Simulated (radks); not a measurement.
Spherical quantum dot in the effective-mass picture: electrons in a hard-walled sphere of radius 2.62, with a point charge +2 (a donor) at the centre, all in effective atomic units (hartree* = m*/eps^2 hartree, bohr* = eps/m* bohr), one dielectric constant everywhere. Calculated with a radial shooting solver with Libxc functionals: non-relativistic Kohn-Sham, r2SCAN, spin-polarised, spherical densities, generalised Kohn-Sham scheme. Levels are named by radial order and angular momentum (1s, 1p, 1d, 2s, ...), and open shells are averaged over m.

N = 24, configuration 1s2 1p6 1d10 2s2 1f(up 4, down 0). This is the lowest configuration that the search found. Occupied and some empty levels:

| level | occupation | eigenvalue (hartree*) | <r> (bohr*) |
|---|---|---|---|
| 1s up | 1 | 11.381 | 1.504 |
| 1s down | 1 | 11.433 | 1.465 |
| 1p up | 3 | 11.944 | 1.767 |
| 1p down | 3 | 12.029 | 1.755 |
| 1d up | 5 | 12.685 | 1.849 |
| 1d down | 5 | 12.785 | 1.843 |
| 2s up | 1 | 12.859 | 1.035 |
| 2s down | 1 | 12.898 | 1.066 |
| 1f up | 4 | 13.664 | 1.909 |
| 1f down | 0 | 13.778 | 1.906 |
| 1g up | 0 | 14.869 | 1.957 |
| 1g down | 0 | 14.993 | 1.956 |
| 2p up | 0 | 15.122 | 1.314 |
| 2p down | 0 | 15.157 | 1.318 |
| 2d up | 0 | 16.864 | 1.477 |
| 2d down | 0 | 16.917 | 1.476 |

Energy (hartree*): total 159.136, kinetic 59.300, external -33.492, Hartree 148.92, exchange-correlation -15.597.
